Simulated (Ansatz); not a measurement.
Frontier orbitals of AgH4NS (`[NH3+][Ag-][SH]`).

The species carries charge 0 and has multiplicity 1. Correlated methods include outer-core shells of Ag, which these sets cover unevenly. Ag: def2 effective core potential. The structure was optimised at the PBE0-D4/def2-TZVP level. It is one conformer, not always the lowest. Basis def2-TZVPP, Ansatz 0.2.0.

```csv
functional,HOMO (eV),LUMO (eV)
CAM-B3LYP,-6.78,-0.19
```

(1) Give HOMO and LUMO (eV) with LDA (SPW92), PBE, revPBE, BLYP, r2SCAN, B97M-V, PBE0, B3LYP, r2SCANh, r2SCAN0, HSE06 (plane-wave form), BHLYP, LC-ωPBE, ωB97X-V, ωB97M-V, HF. (Estimate.)

Results:

(1) Ansatz gave: 
| functional | HOMO | LUMO |
| --- | --- | --- |
| LDA (SPW92) | -4.60 | -1.78 |
| PBE | -4.43 | -1.67 |
| revPBE | -4.36 | -1.62 |
| BLYP | -4.29 | -1.68 |
| r2SCAN | -4.61 | -1.17 |
| B97M-V | -4.68 | -1.57 |
| PBE0 | -5.50 | -0.92 |
| B3LYP | -5.30 | -1.23 |
| r2SCANh | -5.02 | -0.92 |
| r2SCAN0 | -5.64 | -0.58 |
| HSE06 (plane-wave form) | -5.10 | -1.27 |
| BHLYP | -6.46 | -0.36 |
| LC-ωPBE | -8.07 | 1.01 |
| ωB97X-V | -7.75 | 0.83 |
| ωB97M-V | -7.64 | 0.40 |
| HF | -7.95 | 1.34 |

B3LYP here is the variant with VWN-RPA as its local correlation; programs differ in this. LC-ωPBE has ω = 0.4 bohr⁻¹. Positive LUMOs are unbound and depend on the basis.
